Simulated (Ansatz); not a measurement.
A nudged elastic band was laid between two geometries of C2H4Se (7 atoms, charge 0, multiplicity 1).

Method: RKS PBE0-D4/def2-SVP (Ansatz 0.2.0).

```json
{"movable images": "5", "climbing image": "yes", "spring": "5.0 eV/Å²", "optimiser": "quadratic models (default)", "start path": "IDPP", "force threshold": "0.05 eV/Å", "iteration limit": "60", "end points": "relaxed"}
```

Initial state:

```xyz
7
Properties=species:S:1:pos:R:3
C -0.465 0.485 0.032
C 0.535 -0.595 -0.149
Se 1.595 -1.252 1.082
H -1.469 0.119 -0.247
H -0.248 1.320 -0.659
H -0.486 0.861 1.064
H 0.599 -1.007 -1.169
```

Final state:

```xyz
7
Properties=species:S:1:pos:R:3
C -0.414 0.525 0.073
C 0.574 -0.564 -0.119
Se 0.272 -2.284 0.036
H -1.408 0.141 0.339
H -0.489 1.131 -0.848
H -0.064 1.217 0.859
H 1.590 -0.233 -0.385
```

(1) Which bonds break or form, and what moves?

(2) What energy profile does the band end with?

(3) What is the geometry of the highest image?

(4) What are the harmonic wavenumbers there?

## Answers

(1) No bond is made or broken. The dihedral H6–C1–C2–Se3 goes from 0 to 122°. The two ends are copies of one structure, up to a mirror image or an exchange of like atoms.

(2) It converged. The highest image is number 3 of 0 to 6, 0.078 eV above the ends, which have the same energy within 2 meV. A vibrational analysis at the climbing image gives one clearly imaginary mode, 209i cm⁻¹: a first-order saddle point.

| image | path coordinate (Å) | energy (eV) | dihedral H6–C1–C2–Se3 (°) |
| --- | --- | --- | --- |
| 0 | 0.00 | 0.000 | 0 |
| 1 | 0.43 | 0.018 | 19 |
| 2 | 0.85 | 0.057 | 38 |
| 3 | 1.28 | 0.078 | 58 |
| 4 | 1.71 | 0.057 | 79 |
| 5 | 2.14 | 0.017 | 101 |
| 6 | 2.56 | 0.000 | 122 |

(3) 
```xyz
7
Properties=species:S:1:pos:R:3
C -0.422 0.528 0.022
C 0.563 -0.575 -0.172
Se 0.801 -1.941 0.904
H -1.446 0.124 0.084
H -0.382 1.268 -0.790
H -0.241 1.042 0.980
H 1.189 -0.515 -1.074
```

(4) 209i, 344, 702, 773, 1020, 1039, 1129, 1326, 1376, 1439, 1443, 3053, 3136, 3137, 3170 cm⁻¹.

Run time: 82 s on 1 thread of Arm Neoverse V2, on a shared host, peak memory 0.16 GiB.
